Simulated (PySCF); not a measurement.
**Interval between two levels of Si²⁺ by level of theory**

Si²⁺ [Ne] 3s2 → Si²⁺ [Ne] 3p2 [3P2, M_J = 2], as a difference of total energies. Calculation: PySCF 2.14, in x2c-TZVPall-2c with one added diffuse shell each of s, p type (6s7p2d1f, 44 functions); the two-component X2C-1e Hamiltonian. Correlated levels: [Ne] frozen; the 6 highest virtual spinors dropped. "Screened" scales the spin-orbit matrix elements by Boettger's factors to mimic the two-electron term; Breit and QED terms are absent.

```json
{"method": "GHF (spin-free)", "interval between two levels (cm⁻¹)": "121520"}
{"method": "GMP2 (spin-free)", "interval between two levels (cm⁻¹)": "126940"}
{"method": "GHF (screened spin-orbit)", "interval between two levels (cm⁻¹)": "121650"}
{"method": "GMP2 (screened spin-orbit)", "interval between two levels (cm⁻¹)": "127070"}
```

The labels give the starting determinants; with spin-orbit coupling the two ends relaxed to ⟨J²⟩ = 0.00, ⟨L²⟩ = 0.00, ⟨S²⟩ = 0.00 and ⟨J²⟩ = 6.00, ⟨L²⟩ = 2.00, ⟨S²⟩ = 2.00.
